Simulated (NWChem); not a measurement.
System: C3H4F2O; SMILES O=CCC(F)F

NWChem input:

```
start job
memory heap 200 mb stack 900 mb global 1100 mb
geometry units angstroms noautosym nocenter noautoz
  O      0.527570    -2.056925    -0.515461
  C     -0.232483    -1.709293     0.359757
  C     -0.708843    -0.285046     0.559116
  C      0.042253     0.726998    -0.283749
  F     -0.582435     1.941878    -0.185799
  F      1.310937     0.868873     0.199631
  H     -0.656214    -2.446420     1.076322
  H     -0.623397    -0.006893     1.617500
  H     -1.779885    -0.245684     0.314415
  H      0.106521     0.453636    -1.340226
end
basis spherical
  * library 6-31g*
end
dft
  xc b3lyp
  iterations 150
end
cosmo
  do_cosmo_smd true
  solvent toluene
end
task dft energy
```

Parts of the log:

```
             Northwest Computational Chemistry Package (NWChem) 7.3.0
             --------------------------------------------------------

                             Geometry "geometry" -> ""
                             -------------------------

 Output coordinates in angstroms (scale by  1.889725989 to convert to a.u.)

  No.       Tag          Charge          X              Y              Z
 ---- ---------------- ---------- -------------- -------------- --------------
    1 O                    8.0000     0.52757000    -2.05692500    -0.51546100
    2 C                    6.0000    -0.23248300    -1.70929300     0.35975700
    3 C                    6.0000    -0.70884300    -0.28504600     0.55911600
    4 C                    6.0000     0.04225300     0.72699800    -0.28374900
    5 F                    9.0000    -0.58243500     1.94187800    -0.18579900
    6 F                    9.0000     1.31093700     0.86887300     0.19963100
    7 H                    1.0000    -0.65621400    -2.44642000     1.07632200
    8 H                    1.0000    -0.62339700    -0.00689300     1.61750000
    9 H                    1.0000    -1.77988500    -0.24568400     0.31441500
   10 H                    1.0000     0.10652100     0.45363600    -1.34022600

 Effective nuclear repulsion energy (a.u.)     241.2080872117

                                 NWChem DFT Module
                                 -----------------

 Summary of "ao basis" -> "ao basis" (spherical)
 ------------------------------------------------------------------------------
       Tag                 Description            Shells   Functions and Types
 ---------------- ------------------------------  ------  ---------------------
 O                           6-31g*                  6       14   3s2p1d
 C                           6-31g*                  6       14   3s2p1d
 F                           6-31g*                  6       14   3s2p1d
 H                           6-31g*                  2        2   2s

 in cosmo_initialize ...
 calling solv_data for solv:toluene

 solvent parameters
 solvname_short: toluene
 solvname_long:  toluene
 dielec:        2.3741
 dielecinf:     2.2383
 nonaqueous SMD model solvent descriptors
 dielec:        2.3741
 sola:          0.0000
 solb:          0.1400
 solc:          0.8570
 solg:         40.2000
 solh:          0.0000
 soln:          1.4961

          ---------------
          -cosmo- solvent
          ---------------
 Cosmo: York-Karplus, doi: 10.1021/jp992097l
 dielectric constant -eps-     =   2.37
 screen = (eps-1)/(eps    )    =   0.57879
 surface charge correction     = lagrangian

   van der Waals surface
 --------------------------

 ---------- ATOMIC COORDINATES (A.U.) ------------ VDWR(ANG.) --
     1    0.99696274   -3.88702463   -0.97408005     2.294
     2   -0.43932917   -3.23009540    0.67984215     1.850
     3   -1.33951904   -0.53865883    1.05657604     1.850
     4    0.07984659    1.37382701   -0.53620786     1.850
     5   -1.10064256    3.66961732   -0.35110920     1.730
     6    2.47731172    1.64193189    0.37724789     1.730
     7   -1.24006465   -4.62306345    2.03395366     1.200
     8   -1.17804951   -0.01302588    3.05663179     1.200
     9   -3.36349494   -0.46427544    0.59415820     1.200
    10    0.20129550    0.85724774   -2.53265990     1.200
 number of segments per atom =        128
 number of   points per atom =        128
 atom (   nspa,  nppa )
 ----------------------
    1 (     88,     0 )       0
    2 (     29,     0 )       0
    3 (     35,     0 )       0
    4 (     18,     0 )       0
    5 (     82,     0 )       0
    6 (     78,     0 )       0
    7 (     52,     0 )       0
    8 (     52,     0 )       0
    9 (     52,     0 )       0
   10 (     43,     0 )       0
 number of -cosmo- surface points =      529
 molecular surface =    127.560 angstrom**2
 molecular volume  =    109.468 angstrom**3
 -lineq- algorithm             =   0
 -bem- low  level              =   3
 -bem- from -octahedral-
 gaussian surface charge width =   4.50000
 degree of switching           =   1.00000
 switching function tolerance  =   0.00010
 atomic radii =
 --------------
    1  8.000  2.294
    2  6.000  1.850
    3  6.000  1.850
    4  6.000  1.850
    5  9.000  1.730
    6  9.000  1.730
    7  1.000  1.200
    8  1.000  1.200
    9  1.000  1.200
   10  1.000  1.200
 ...... end of -cosmo- initialization ......

 nat:                    10
 ixmem:                  5529
 calling mnsol_interface()
 G(SMD-CDS) energy (kcal/mol)  =    -0.969
 SMD-CDS SASA (angstrom**2)    =   138.111

            General Information
            -------------------
          SCF calculation type: DFT
          Wavefunction type:  closed shell.
          No. of atoms     :    10
          No. of electrons :    48
           Alpha electrons :    24
            Beta electrons :    24
          Charge           :     0
          Spin multiplicity:     1
          Use of symmetry is: off; symmetry adaption is: off
          Maximum number of iterations: 150
          AO basis - number of functions:    92
                     number of shells:    44
          Convergence on energy requested:  1.00D-06
          Convergence on density requested:  1.00D-05
          Convergence on gradient requested:  5.00D-04

              XC Information
              --------------
                         B3LYP Method XC Potential
                     Hartree-Fock (Exact) Exchange  0.200
                        Slater Exchange Functional  0.800 local
                    Becke 1988 Exchange Functional  0.720 non-local
              Lee-Yang-Parr Correlation Functional  0.810
                  VWN I RPA Correlation Functional  0.190 local

             Grid Information
             ----------------
          Grid used for XC integration:  medium
          Radial quadrature: Mura-Knowles
          Angular quadrature: Lebedev.
          Tag              B.-S. Rad. Rad. Pts. Rad. Cut. Ang. Pts.
          ---              ---------- --------- --------- ---------
          O                   0.60       49           9.0       434
          C                   0.70       49          10.0       434
          F                   0.50       49          11.0       434
          H                   0.35       45          10.0       434
          Grid pruning is: on
          Number of quadrature shells:   474
          Spatial weights used:  Erf1

      Superposition of Atomic Density Guess
      -------------------------------------

 Sum of atomic energies:        -388.47270888

      Non-variational initial energy
      ------------------------------

 Total energy =    -390.886651
 1-e energy   =   -1015.062413
 2-e energy   =     382.967675
 HOMO         =      -0.311674
 LUMO         =      -0.005838

   convergence    iter        energy       DeltaE   RMS-Dens  Diis-err
 ---------------- ----- ----------------- --------- --------- ---------
     COSMO gas phase
 d= 0,ls=0.0,diis     1   -391.4012722091 -6.33D+02  2.51D-02  1.73D+00
 d= 0,ls=0.0,diis     2   -390.9740467520  4.27D-01  1.77D-02  6.43D+00
 d= 0,ls=0.0,diis     3   -391.5923870410 -6.18D-01  3.30D-03  1.42D-01
 d= 0,ls=0.0,diis     4   -391.6012766550 -8.89D-03  1.43D-03  5.35D-02
 d= 0,ls=0.0,diis     5   -391.6061258181 -4.85D-03  2.77D-04  1.89D-03
  Resetting Diis
 d= 0,ls=0.0,diis     6   -391.6062789295 -1.53D-04  5.52D-05  4.38D-05
 d= 0,ls=0.0,diis     7   -391.6062835487 -4.62D-06  3.82D-05  3.44D-06
 d= 0,ls=0.0,diis     8   -391.6062827780  7.71D-07  2.26D-05  1.11D-05
 d= 0,ls=0.0,diis     9   -391.6062839218 -1.14D-06  3.75D-06  3.67D-07
 d= 0,ls=0.0,diis    10   -391.6062839570 -3.52D-08  6.11D-07  4.94D-09

   convergence    iter        energy       DeltaE   RMS-Dens  Diis-err
 ---------------- ----- ----------------- --------- --------- ---------
     COSMO solvation phase
 d= 0,ls=0.0,diis     1   -391.6131215864 -6.84D-03  1.36D-03  1.79D-03
 d= 0,ls=0.0,diis     2   -391.6132812093 -1.60D-04  4.32D-04  3.08D-03
 d= 0,ls=0.0,diis     3   -391.6135678404 -2.87D-04  1.02D-04  2.77D-04
 d= 0,ls=0.0,diis     4   -391.6135910157 -2.32D-05  3.38D-05  2.48D-05
 d= 0,ls=0.0,diis     5   -391.6135929720 -1.96D-06  9.22D-06  2.44D-06
 d= 0,ls=0.0,diis     6   -391.6135931569 -1.85D-07  2.45D-06  1.34D-07

         Total DFT energy =     -391.613593156949
      One electron energy =    -1017.751154111632
           Coulomb energy =      432.461635601745
    Exchange-Corr. energy =      -47.333002529371
 Nuclear repulsion energy =      241.208087211657

             COSMO energy =       -0.199159329348

 Numeric. integr. density =       48.000003936810

                                COSMO-SMD solvation results
                                ---------------------------

             internal energy in gas <Psi(g)|H|Psi(g)> =      -391.606283957027
         internal energy in solvent <Psi(s)|H|Psi(s)> =      -391.605761756978
                               delta internal energy  =         0.000522200049 (    0.33 kcal/mol)
   total free energy in solvent <Psi(s)|H+V/2|Psi(s)> =      -391.612048183543
 polarization energy contribution <Psi(s)|V/2|Psi(s)> =        -0.006286426565 (   -3.94 kcal/mol)
    total free energy in solvent including G(SMD-CDS) =      -391.613593156949
                       G(SMD-CDS) energy contribution =        -0.001544973406 (   -0.97 kcal/mol)
     1 M fixed-concentration free energy of solvation =        -0.007309199923 (   -4.59 kcal/mol)

                       DFT Final Molecular Orbital Analysis
                       ------------------------------------

 Vector   22  Occ=2.000000D+00  E=-3.720798D-01
              MO Center= -7.6D-02, -1.2D+00,  3.9D-02, r^2= 2.7D+00
   Bfn.  Coefficient  Atom+Function         Bfn.  Coefficient  Atom+Function
  ----- ------------  ---------------      ----- ------------  ---------------
     3      0.349618   1 O  px                5      0.266772   1 O  pz
     7      0.229078   1 O  px               17      0.183573   2 C  px
    33     -0.182719   3 C  pz               31     -0.179732   3 C  px
     9      0.172792   1 O  pz               89      0.159648   9 H  s
    19      0.154047   2 C  pz               87     -0.143518   8 H  s

 Vector   23  Occ=2.000000D+00  E=-3.350076D-01
              MO Center=  9.8D-02,  6.7D-01, -1.3D-01, r^2= 2.4D+00
   Bfn.  Coefficient  Atom+Function         Bfn.  Coefficient  Atom+Function
  ----- ------------  ---------------      ----- ------------  ---------------
    75      0.326780   6 F  pz               61      0.304418   5 F  pz
    47     -0.284806   4 C  pz               34     -0.277505   3 C  s
    79      0.233659   6 F  pz               92      0.233442  10 H  s
    65      0.216122   5 F  pz               91      0.202049  10 H  s
    33      0.182979   3 C  pz               31     -0.172322   3 C  px

 Vector   24  Occ=2.000000D+00  E=-2.642586D-01
              MO Center=  1.5D-01, -1.8D+00, -1.1D-01, r^2= 2.0D+00
   Bfn.  Coefficient  Atom+Function         Bfn.  Coefficient  Atom+Function
  ----- ------------  ---------------      ----- ------------  ---------------
     4      0.533726   1 O  py                8      0.385364   1 O  py
    86      0.260588   7 H  s                34     -0.240024   3 C  s
    32      0.234053   3 C  py                5     -0.180349   1 O  pz
    85      0.180211   7 H  s                36      0.178778   3 C  py
    18     -0.150173   2 C  py                9     -0.126307   1 O  pz

 Vector   25  Occ=0.000000D+00  E=-2.974896D-02
              MO Center= -8.4D-02, -1.7D+00,  1.5D-01, r^2= 1.7D+00
   Bfn.  Coefficient  Atom+Function         Bfn.  Coefficient  Atom+Function
  ----- ------------  ---------------      ----- ------------  ---------------
    21      0.421391   2 C  px               17      0.400569   2 C  px
    23      0.344503   2 C  pz                7     -0.341504   1 O  px
     3     -0.326643   1 O  px               19      0.319115   2 C  pz
     9     -0.274842   1 O  pz                5     -0.263553   1 O  pz
    90      0.256683   9 H  s                88     -0.173374   8 H  s

 Vector   26  Occ=0.000000D+00  E= 1.029708D-01
              MO Center= -7.7D-01, -7.1D-01,  7.3D-01, r^2= 4.4D+00
   Bfn.  Coefficient  Atom+Function         Bfn.  Coefficient  Atom+Function
  ----- ------------  ---------------      ----- ------------  ---------------
    86     -1.080181   7 H  s                34      1.070492   3 C  s
    88     -0.861179   8 H  s                90     -0.860237   9 H  s
    20      0.817675   2 C  s                36      0.494087   3 C  py
    23      0.490102   2 C  pz               21     -0.350169   2 C  px
    50      0.313656   4 C  py               35     -0.295244   3 C  px

 Vector   27  Occ=0.000000D+00  E= 1.184422D-01
              MO Center= -5.6D-01,  2.3D-02, -1.3D-01, r^2= 4.1D+00
   Bfn.  Coefficient  Atom+Function         Bfn.  Coefficient  Atom+Function
  ----- ------------  ---------------      ----- ------------  ---------------
    90      1.133168   9 H  s                92      1.033222  10 H  s
    48     -0.764158   4 C  s                20      0.715287   2 C  s
    35      0.685280   3 C  px               88     -0.533566   8 H  s
    51      0.411806   4 C  pz               50      0.390183   4 C  py
    49      0.381986   4 C  px               86     -0.379361   7 H  s

     Multipole analysis of the density
     ---------------------------------

     L   x y z        total         alpha         beta         nuclear
     -   - - -        -----         -----         ----         -------
     0   0 0 0     -0.000000    -24.000000    -24.000000     48.000000

     1   1 0 0     -1.053090     -2.822246     -2.822246      4.591401
     1   0 1 0     -0.267620      0.818657      0.818657     -1.904935
     1   0 0 1      0.528105     -1.133924     -1.133924      2.795954

     2   2 0 0    -24.906555    -62.617889    -62.617889    100.329224
     2   1 1 0      2.472567      6.116140      6.116140     -9.759712
     2   1 0 1     -0.187792      7.432118      7.432118    -15.052029
     2   0 2 0    -28.821686   -196.570694   -196.570694    364.319701
     2   0 1 1     -2.751785      2.939788      2.939788     -8.631362
     2   0 0 2    -22.771086    -32.097891    -32.097891     41.424697
```

Level: B3LYP/6-31G* (spherical d), SMD on the gas-phase geometry. Coordinates come from a B3LYP/6-31G* (spherical d) optimisation. Solvent: toluene.
